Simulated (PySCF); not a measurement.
Relaxation of singlet Tl₂S

All numbers come from PySCF, PBE0, basis S def2-TZVP, Tl def2-TZVP with ECP60 (scalar-relativistic core potentials, no spin–orbit coupling, density fitting). A (50,194) grid was used.

A start displaced from a saddle point along its imaginary mode, of C2v symmetry, held to at least that symmetry:

Coordinates in bohr (charge 0 multiplicity 1):
```
S     0.0437   -0.4704    0.0000
Tl   -0.0034    0.0367    4.7416
Tl   -0.0034    0.0367   -4.7416
```

(1) What does it relax to?

(2) How much energy is released, and in how many steps?

Results:

(1) It ends at C2v with S–Tl 2.518 Å (×2); Tl–S–Tl 125.6° (after a last refinement on a finer grid). The frequency run here used a shortcut that can spoil soft modes, so no verdict on minimum or saddle point is given. Other isomers or separated fragments may lie lower.

(2) 4.7 kJ/mol in 14 steps.

With an element this heavy the missing spin–orbit coupling can shift these numbers.

The relaxation took roughly 2.8 core-minutes on a shared host.
